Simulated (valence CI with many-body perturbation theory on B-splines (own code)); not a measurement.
**E1 line list for Eu XXXII**

Calculated by configuration interaction combined with many-body perturbation theory (CI+MBPT): four valence electrons over a frozen Dirac-Fock core [Ar] 3d10, radial functions for each j: 11 s, 11 p, 10 d, 8 f, 5 g, 2 h, with the one-electron correlation potential Σ1 (screened to all orders), the two-electron term Σ2, the three-electron term Σ3, Breit, model QED; selected single and double excitations, second order for the rest, scaled by the run's own slope (own B-spline code, finite nucleus).

The last digits are not significant, and no measured levels were compared; by estimate large intervals hold to a few tenths of a per cent, small ones and those within an open d or f shell to about a per cent. Among the levels kept, up to 380 cm⁻¹ of a level comes from second order outside the variational space, and about a tenth of that is noise between levels of different J, which matters for small intervals.

Lines 101 to 150 of 573 in falling wavelength, among levels below 410.32 eV, chosen from the strongest by gf and those to the six lowest levels. Wavelengths and rates use the calculated energies. Electric multipoles are in the length gauge, E1 and E2 with the static RPA response of the core. Weak lines are less certain than strong ones. Lines between different terms over intervals too small for the method are left out, as are lines whose strength nearly cancels. Where a level lies close to another of its J and parity, the split of strength between their lines is uncertain. The highest levels of a list are the least certain.

Levels are named by their leading jj configuration (3d3/2^4 stands for four electrons in 3d with j = 3/2), which in mixed levels can hold well under half, so a name can repeat and another be missing. Letters in brackets count levels of one name in rising energy.

```
λ vac (Å)                           Upper                           Lower   A (s⁻¹)  S (a.u.)
    107.0  (4s 4p1/2 4p3/2 4d5/2) J=2 [a]          (4s^2 4p1/2 4d3/2) J=2  2.01e+10  6.09e-02
    107.0       (4p1/2^2 4p3/2 4d5/2) J=4          (4s 4p1/2^2 4d5/2) J=3  3.91e+10  2.13e-01
    106.9          (4s 4p1/2^2 4d3/2) J=1          (4s 4p1/2^2 4p3/2) J=2  3.57e+09  6.46e-03
    106.7      (4s 4p3/2^2 4d5/2) J=3 [a]          (4s^2 4p3/2 4d3/2) J=2  2.43e+10  1.02e-01
    106.7          (4s 4p1/2^2 4d3/2) J=2          (4s 4p1/2^2 4p3/2) J=2  2.96e+08  8.88e-04
    106.7          (4s 4p1/2 4p3/2^2) J=0          (4s^2 4p1/2 4p3/2) J=1  7.86e+10  4.71e-02
    106.7      (4s 4p3/2^2 4d5/2) J=2 [a]          (4s^2 4p3/2 4d3/2) J=3  8.75e+10  2.62e-01
    106.6          (4s^2 4d3/2 4d5/2) J=4          (4s^2 4p3/2 4d5/2) J=3  3.57e+10  1.92e-01
    106.5   (4p1/2 4p3/2^2 4d5/2) J=4 [a]      (4s 4p1/2 4p3/2 4d5/2) J=5  2.63e+10  1.41e-01
    106.1      (4s 4p3/2^2 4d3/2) J=1 [b]          (4s^2 4p3/2 4d3/2) J=2  7.17e+10  1.27e-01
    106.1  (4s 4p1/2 4p3/2 4f7/2) J=5 [a]  (4s 4p1/2 4p3/2 4d5/2) J=4 [c]  1.21e+10  7.84e-02
    105.9             (4p1/2 4p3/2^3) J=2          (4s 4p1/2 4p3/2^2) J=3  2.36e+10  6.91e-02
    105.9   (4p1/2 4p3/2^2 4d5/2) J=3 [b]  (4s 4p1/2 4p3/2 4d5/2) J=4 [c]  3.16e+10  1.30e-01
    105.8          (4s 4p1/2^2 4p3/2) J=1              (4s^2 4p1/2^2) J=0  9.17e+10  1.61e-01
    105.7      (4s 4p3/2^2 4d3/2) J=2 [b]          (4s^2 4p3/2 4d3/2) J=2  3.71e+10  1.08e-01
    105.7       (4p1/2 4p3/2^2 4d3/2) J=4      (4s 4p1/2 4p3/2 4d3/2) J=4  2.11e+10  1.11e-01
    105.6   (4p1/2 4p3/2^2 4d3/2) J=2 [a]  (4s 4p1/2 4p3/2 4d3/2) J=3 [a]  2.76e+10  8.03e-02
    105.6      (4s 4p3/2^2 4d5/2) J=2 [e]          (4s^2 4p3/2 4d5/2) J=1  3.25e+10  9.46e-02
    105.5      (4s 4p3/2^2 4d5/2) J=3 [b]          (4s^2 4p3/2 4d3/2) J=3  5.58e+10  2.27e-01
    105.4  (4s 4p1/2 4p3/2 4d3/2) J=1 [d]      (4s 4p1/2 4p3/2^2) J=1 [b]  4.77e+10  8.28e-02
    105.2      (4s 4p3/2^2 4d5/2) J=4 [b]          (4s^2 4p3/2 4d3/2) J=3  1.81e+10  9.35e-02
    105.1  (4s 4p1/2 4p3/2 4d5/2) J=1 [b]          (4s^2 4p1/2 4d5/2) J=2  7.48e+10  1.29e-01
    105.0       (4p1/2^2 4p3/2 4d5/2) J=1          (4s 4p1/2^2 4d5/2) J=2  7.63e+10  1.31e-01
    104.9          (4s 4p1/2^2 4f7/2) J=3      (4s 4p1/2 4p3/2 4d3/2) J=4  1.68e+10  6.70e-02
    104.9           (4p1/2^2 4p3/2^2) J=0          (4s 4p1/2^2 4p3/2) J=1  1.27e+11  7.23e-02
    104.7       (4p1/2^2 4p3/2 4d3/2) J=2          (4s 4p1/2^2 4d3/2) J=1  2.16e+10  6.13e-02
    104.6  (4s 4p1/2 4p3/2 4f5/2) J=2 [a]  (4s 4p1/2 4p3/2 4d5/2) J=3 [c]  2.18e+10  6.16e-02
    104.6      (4s 4p3/2^2 4d3/2) J=1 [c]          (4s^2 4p3/2 4d3/2) J=0  7.01e+10  1.19e-01
    104.5          (4s^2 4d3/2 4d5/2) J=2          (4s^2 4p3/2 4d5/2) J=3  3.33e+10  9.38e-02
    104.4      (4s 4p1/2 4d5/2^2) J=3 [b]  (4s 4p1/2 4p3/2 4d5/2) J=2 [c]  2.09e+10  8.21e-02
    104.3  (4s 4p1/2 4p3/2 4d5/2) J=3 [e]          (4s^2 4p1/2 4d5/2) J=3  7.96e+10  3.12e-01
    104.2          (4s^2 4p3/2 4d3/2) J=1              (4s^2 4p3/2^2) J=2  6.36e+10  1.07e-01
    104.1      (4s 4p1/2 4p3/2^2) J=1 [a]          (4s^2 4p1/2 4p3/2) J=1  1.09e+11  1.81e-01
    104.0      (4s 4p3/2^2 4d5/2) J=3 [b]          (4s^2 4p3/2 4d5/2) J=4  1.65e+10  6.40e-02
    104.0  (4s 4p1/2 4p3/2 4f7/2) J=5 [a]  (4s 4p1/2 4p3/2 4d5/2) J=4 [b]  2.32e+10  1.41e-01
    103.8  (4s 4p1/2 4p3/2 4d3/2) J=3 [b]          (4s^2 4p1/2 4d3/2) J=2  4.74e+10  1.83e-01
    103.7  (4s 4p1/2 4d3/2 4d5/2) J=4 [c]  (4s 4p1/2 4p3/2 4d5/2) J=3 [c]  2.67e+10  1.32e-01
    103.7  (4s 4p1/2 4d3/2 4d5/2) J=4 [a]  (4s 4p1/2 4p3/2 4d5/2) J=4 [a]  2.25e+10  1.11e-01
    103.7      (4s 4p3/2^2 4d5/2) J=4 [b]          (4s^2 4p3/2 4d5/2) J=4  8.42e+10  4.17e-01
    103.7      (4s 4p3/2^2 4d5/2) J=2 [c]                (4s 4p3/2^3) J=1  2.08e+10  5.72e-02
    103.6   (4p1/2 4p3/2^2 4d5/2) J=3 [c]  (4s 4p1/2 4p3/2 4d5/2) J=4 [c]  4.77e+10  1.83e-01
    103.5          (4s^2 4d3/2 4d5/2) J=3          (4s^2 4p3/2 4d5/2) J=2  1.49e+10  5.72e-02
    103.3   (4p1/2 4p3/2^2 4d3/2) J=1 [a]  (4s 4p1/2 4p3/2 4d3/2) J=2 [a]  4.97e+10  8.10e-02
    103.2       (4p1/2^2 4p3/2 4d3/2) J=3          (4s 4p1/2^2 4d3/2) J=2  2.81e+10  1.07e-01
    103.2  (4s 4p1/2 4p3/2 4f5/2) J=1 [c]  (4s 4p1/2 4p3/2 4d3/2) J=2 [c]  4.59e+10  7.48e-02
    103.2      (4s 4p3/2^2 4d3/2) J=1 [c]          (4s^2 4p3/2 4d3/2) J=2  7.71e+10  1.25e-01
    102.6      (4s 4p1/2 4p3/2^2) J=1 [b]          (4s^2 4p1/2 4p3/2) J=2  1.87e+11  2.99e-01
    102.6      (4s 4p3/2^2 4d5/2) J=3 [c]          (4s^2 4p3/2 4d3/2) J=3  4.02e+10  1.50e-01
    102.6  (4s 4p1/2 4p3/2 4d5/2) J=2 [d]          (4s^2 4p1/2 4d5/2) J=3  1.79e+11  4.77e-01
    102.3       (4p1/2^2 4p3/2 4d5/2) J=3          (4s 4p1/2^2 4d5/2) J=3  2.93e+10  1.08e-01
```
